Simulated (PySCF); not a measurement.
XPS shifts beside NMR shieldings

Compound: C3H3ClO2Si.
Atom-mapped SMILES: `[O:1]=[C:2]=[C:3]([CH:4]=[O:5])[SiH2:6][Cl:7]`

Binding energies: PySCF 2.14.0, delta-SCF UKS SCAN, pcX-2 on the ionised atom, pcseg-1 elsewhere, spin-free X2C. Shieldings: GIAO PBE0/pcSseg-1, non-relativistic, same geometry.

```tsv
atom	isotropic shielding (ppm)
C2	0.5
C3	147.3
C4	0.5
```

What are the C 1s binding energies of these atoms?

```json
{"atom": "C3", "environment": "outer carbon of cumulated double bonds", "C 1s (eV)": "291.18", "isotropic shielding (ppm)": "147.3"}
{"atom": "C4", "environment": "aldehyde carbon", "C 1s (eV)": "293.76", "isotropic shielding (ppm)": "0.5"}
{"atom": "C2", "environment": "central carbon of a ketene", "C 1s (eV)": "294.57", "isotropic shielding (ppm)": "0.5"}
```

By binding energy: C3 < C4 < C2. By shielding: C2 ≈ C4 < C3.

The unrestricted hole states depart most from a pure doublet (⟨S²⟩ = 0.75; over 0.85 named) for C 1s of C2 (0.90), which makes this value less certain. The structure is a single GFN2-xTB conformer in the gas phase; no vibrational or solvent corrections.

Conformer computed: `[O:1]=[C:2]=[C:3]([CH:4]=[O:5])[SiH2:6][Cl:7]`: C2–C3–C4–O5 180°, C2–C3–Si6–Cl7 107°.
